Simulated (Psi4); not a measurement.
I$_{4}$Zr, triplet, at a GFN2-xTB geometry (such geometries of metal compounds can be far from the true shape) (the multiplicity is a formal guess) (all electrons, no relativity); PBE/3-21G in Psi4.

The Psi4 input:
```
memory 2 GB

molecule mol {
0 3
Zr   -0.000000   -0.000000   -0.000000
I     2.228370   -0.662210   -1.642873
I     0.882266    0.411365    2.674990
I    -1.222008    2.379867   -0.972683
I    -1.888628   -2.129022   -0.059434
}

set {
  basis 3-21g
  reference uks
  scf_type pk
  guess sadno
}

energy('pbe')
print_variables()
```

### Question
Predict the main parts of the log of this Psi4 run.

### Answer

```
   => Loading Basis Set <=

    Name: 3-21G
    Role: ORBITAL
    Keyword: BASIS

         ---------------------------------------------------------
                                   SCF
               by Justin Turney, Rob Parrish, Andy Simmonett
                          and Daniel G. A. Smith
                              UKS Reference
         ---------------------------------------------------------

  ==> Geometry <==

    Molecular point group: c1
    Full point group: C1

    Geometry (in Angstrom), charge = 0, multiplicity = 3:

       Center              X                  Y                   Z               Mass
    ------------   -----------------  -----------------  -----------------  -----------------
         ZR           0.000000000000     0.000000000000    -0.000000000000    89.904697700000
         I            2.228370000000    -0.662210000000    -1.642873000000   126.904471900000
         I            0.882266000000     0.411365000000     2.674990000000   126.904471900000
         I           -1.222008000000     2.379867000000    -0.972683000000   126.904471900000
         I           -1.888628000000    -2.129022000000    -0.059434000000   126.904471900000

  Running in c1 symmetry.

  Rotational constants: A =      0.00615  B =      0.00615  C =      0.00615 [cm^-1]
  Rotational constants: A =    184.29600  B =    184.29595  C =    184.29592 [MHz]
  Nuclear repulsion = 3495.042700375929144

  Charge       = 0
  Multiplicity = 3
  Electrons    = 252
  Nalpha       = 127
  Nbeta        = 125

  ==> Algorithm <==

  SCF Algorithm Type is PK.
  DIIS enabled.
  MOM disabled.
  Fractional occupation disabled.
  Guess Type is SADNO.
  Energy threshold   = 1.00e-06
  Density threshold  = 1.00e-06
  Integral threshold = 1.00e-12

  ==> Primary Basis <==

  Basis Set: 3-21G
    Blend: 3-21G
    Number of shells: 66
    Number of basis functions: 171
    Number of Cartesian functions: 171
    Spherical Harmonics?: false
    Max angular momentum: 2

  ==> DFT Potential <==

   => LibXC <=

    Version 7.1.2
    S. Lehtola, C. Steigemann, M. J. T. Oliveira, and M. A. L. Marques,  SoftwareX 7, 1–5 (2018) (10.1016/j.softx.2017.11.002)

   => Composite Functional: PBE <=

    PBE GGA Exchange-Correlation Functional

    J.P. Perdew et. al., Phys. Rev. Lett., 77(18), 3865-3868, 1996

    Deriv               =              1
    GGA                 =           TRUE
    Meta                =          FALSE

    Exchange Hybrid     =          FALSE
    MP2 Hybrid          =          FALSE

   => Exchange Functionals <=

    1.0000     XC_GGA_X_PBE

   => Correlation Functionals <=

    1.0000     XC_GGA_C_PBE

   => LibXC Density Thresholds  <==

    XC_GGA_C_PBE:  1.00E-12
    XC_GGA_X_PBE:  1.00E-15

   => Molecular Quadrature <=

    Radial Scheme          =       TREUTLER
    Pruning Scheme         =           NONE
    Nuclear Scheme         =       TREUTLER

    Blocking Scheme        =         OCTREE
    BS radius alpha        =              1
    Pruning alpha          =              1
    Radial Points          =             75
    Spherical Points       =            302
    Total Points           =         109101
    Total Blocks           =            973
    Max Points             =            256
    Max Functions          =            107
    Weights Tolerance      =       1.00E-15

  ==> Integral Setup <==

  Using integral reordering PK algorithm.
  Sizing the integral batches needed.
  Building batch lookup table.
   Calculation information:
      Number of atoms:                   5
      Number of AO shells:              66
      Number of primitives:            165
      Number of atomic orbitals:       171
      Number of basis functions:       171

      Integral cutoff                 1.00e-12
      Number of threads:                 1

	Batch   1 pq = [       0,   14706] index = [             0,108140571] size =    108140571
  Task number: 3
  Buffer size: 37968750
  Buffer per thread: 2
[...]
   @UKS iter  70: -31065.84281728256246   -5.17499e+01   2.42442e-02 DIIS/ADIIS
   @UKS iter  71: -31064.28249529034656    1.56032e+00   2.49476e-02 DIIS/ADIIS
   @UKS iter  72: -31064.74657648514039   -4.64081e-01   2.46652e-02 DIIS/ADIIS
   @UKS iter  73: -31064.89635668765914   -1.49780e-01   2.47212e-02 DIIS/ADIIS
   @UKS iter  74: -31065.35342318952098   -4.57067e-01   2.44824e-02 DIIS/ADIIS
   @UKS iter  75: -31065.64727443751690   -2.93851e-01   2.44684e-02 DIIS/ADIIS
   @UKS iter  76: -31065.90521343138244   -2.57939e-01   2.43394e-02 DIIS/ADIIS
   @UKS iter  77: -31064.97152163728606    9.33692e-01   2.46633e-02 DIIS/ADIIS
   @UKS iter  78: -31065.40723058495860   -4.35709e-01   2.44285e-02 DIIS/ADIIS
   @UKS iter  79: -31065.88455835077548   -4.77328e-01   2.43270e-02 DIIS/ADIIS
   @UKS iter  80: -31014.32336226608822    5.15612e+01   2.28023e-02 DIIS/ADIIS
   @UKS iter  81: -31065.04284200129405   -5.07195e+01   2.48074e-02 DIIS/ADIIS
   @UKS iter  82: -31065.47235065520363   -4.29509e-01   2.45604e-02 DIIS/ADIIS
   @UKS iter  83: -31063.45553343369102    2.01682e+00   2.55229e-02 DIIS/ADIIS
   @UKS iter  84: -31064.67349529585772   -1.21796e+00   2.48911e-02 DIIS/ADIIS
   @UKS iter  85: -31064.40090485559267    2.72590e-01   2.49836e-02 DIIS/ADIIS
   @UKS iter  86: -31065.08394941524239   -6.83045e-01   2.47174e-02 DIIS/ADIIS
   @UKS iter  87: -31066.17232133210928   -1.08837e+00   2.41452e-02 DIIS/ADIIS
   @UKS iter  88: -31065.90887277212823    2.63449e-01   2.43107e-02 DIIS/ADIIS
   @UKS iter  89: -31064.79985378329002    1.10902e+00   2.48279e-02 DIIS/ADIIS
   @UKS iter  90: -31065.03663118501208   -2.36777e-01   2.44755e-02 DIIS/ADIIS
   @UKS iter  91: -31014.23644709035943    5.08002e+01   2.27037e-02 DIIS/ADIIS
   @UKS iter  92: -31064.22844645561054   -4.99920e+01   2.50802e-02 DIIS/ADIIS
   @UKS iter  93: -31065.07582891944185   -8.47382e-01   2.45145e-02 DIIS/ADIIS
   @UKS iter  94: -31065.56604340433114   -4.90214e-01   2.42470e-02 DIIS/ADIIS
   @UKS iter  95: -31066.01725186429394   -4.51208e-01   2.43983e-02 DIIS/ADIIS
   @UKS iter  96: -31065.89176915621647    1.25483e-01   2.44048e-02 DIIS/ADIIS
   @UKS iter  97: -31065.68973402850679    2.02035e-01   2.45492e-02 DIIS/ADIIS
   @UKS iter  98: -31065.74327152442856   -5.35375e-02   2.45078e-02 DIIS/ADIIS
   @UKS iter  99: -31065.70668788127659    3.65836e-02   2.45233e-02 DIIS/ADIIS
   @UKS iter 100: -31065.19345057909231    5.13237e-01   2.46208e-02 DIIS/ADIIS

PsiException: Could not converge SCF iterations in 100 iterations.

  Failed to converge.

Traceback (most recent call last):
  File "psi4", line 375, in <module>
  File "<string>", line 28, in <module>
  File "site-packages/psi4/driver/driver.py", line 533, in energy
  File "site-packages/psi4/driver/procrouting/proc.py", line 2760, in run_scf
  File "site-packages/psi4/driver/procrouting/proc.py", line 2047, in scf_helper
  File "site-packages/psi4/driver/procrouting/scf_proc/scf_iterator.py", line 93, in scf_compute_energy
  File "site-packages/psi4/driver/procrouting/scf_proc/scf_iterator.py", line 86, in scf_compute_energy
  File "site-packages/psi4/driver/procrouting/scf_proc/scf_iterator.py", line 609, in scf_iterate

psi4.driver.p4util.exceptions.SCFConvergenceError: Could not converge SCF iterations in 100 iterations.

Printing out the relevant lines from the Psithon --> Python processed input file:
    core.IO.set_default_namespace("mol")
    core.set_global_option("BASIS", "3-21g")
    core.set_global_option("REFERENCE", "uks")
    core.set_global_option("SCF_TYPE", "pk")
    core.set_global_option("GUESS", "sadno")
--> energy('pbe')
    print_variables()

!-------------------------------------------------------!
!                                                       !
!  Could not converge SCF iterations in 100 iterations. !
!                                                       !
!-------------------------------------------------------!
```

Convergence was not reached.
